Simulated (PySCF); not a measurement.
NMR data simulated for an unnamed compound:

¹H NMR (300 MHz, computed): δ 7.85 (d, 2H), 7.66 (m, 1H), 7.65 (m, 2H), 4.75 (q, 2H), 0.30 (t, 3H).

¹³C{¹H} NMR (computed): δ 140.7 (CH), 140.6 (C), 135.0 (CH), 133.2 (CH), -3.1 (CH3).

Calculated, not measured (PySCF 2.14): coordinates at the GFN2-xTB level, σ from GIAO-PBE0/pcSseg-1. No solvent model, one conformer, relativity neglected, fast rotation and ring inversion assumed for equivalent nuclei.

Scale: ¹H (31.72 ppm), ¹³C (186.93 ppm) against TMS (reference shieldings calculated alike).

**Question.** Which of these does the molecule contain: a Si–H bond, a benzene ring, a vinyl group CH=CH2, a Si–CH3 group, a methoxy group, a ketone?

**Answer.** 
- A Si–H bond: yes (δH 4.75 (q)).
- A benzene ring: yes.
- A vinyl group CH=CH2: no.
- A Si–CH3 group: yes (δC -3.1; δH 0.30 (t)).
- A methoxy group: no.
- A ketone: no.

The data belong to `C[SiH2]c1ccccc1`, C₇H₁₀Si; they needn't prove each group on their own.

Carbon signals by region: 4 in the sp2 and nitrile region (100–160 ppm), 1 below 50 ppm.

Shifts are as computed. Against solution values, carbons near 30 ppm lie about +3 ppm off and those near 130 ppm about +5 ppm. Of 1211 compounds with measured shifts, 218 miss one by over three times the rms of a fit or turn the order of signals round; such compounds aren't used in these exercises. No couplings were computed; multiplicities are counted from neighbouring protons, with m where these are inequivalent, close in shift, in a saturated or five-membered ring or joined by F or P, and br s for small geminal =CH2 splittings.
